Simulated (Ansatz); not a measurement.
The cluster B4F2, relaxed as a singlet with RKS PBE-D4/def2-SVP in Ansatz, starting from the GFN2-xTB geometry. Force threshold 0.02 eV/Å.

The restricted singlet is unstable towards broken spin symmetry in Hartree–Fock (as tested in another run); at PBE-D4/def2-SVP this wasn't settled. The structure comes from a short search, and lower isomers may exist.

Start:

```xyz
6

B     0.6843   -0.8949   -0.7050
B     0.4468   -0.1636    0.6842
B    -0.4477    0.1640   -0.6867
B    -0.6854    0.8945    0.7041
F    -1.4078    1.8049    1.3605
F     1.4097   -1.8050   -1.3571
```

Task: Estimate the energy that the relaxation releases and the steps that it takes.

Result: 8.0 kcal/mol, in 9 steps; 6.5 s on 4 threads of Arm Neoverse V2 on a shared host. No frequencies were taken in this run, so the end may be a saddle point.

Task: Does the start keep its bonding?

Result: By distances, no bond broke or formed. The bond that changes most is B1–B2, from 1.59 to 1.76 Å (atoms count from 1).

Task: Predict the relaxed structure.

Result: 
```xyz
6

B     0.638   -0.920   -0.896
B     0.433   -0.155    0.674
B    -0.433    0.155   -0.674
B    -0.638    0.920    0.896
F    -1.475    1.848    1.307
F     1.475   -1.848   -1.307
```
Bond lengths: 5 × B–B 1.53 to 1.76 Å; 2 × B–F 1.31 Å.
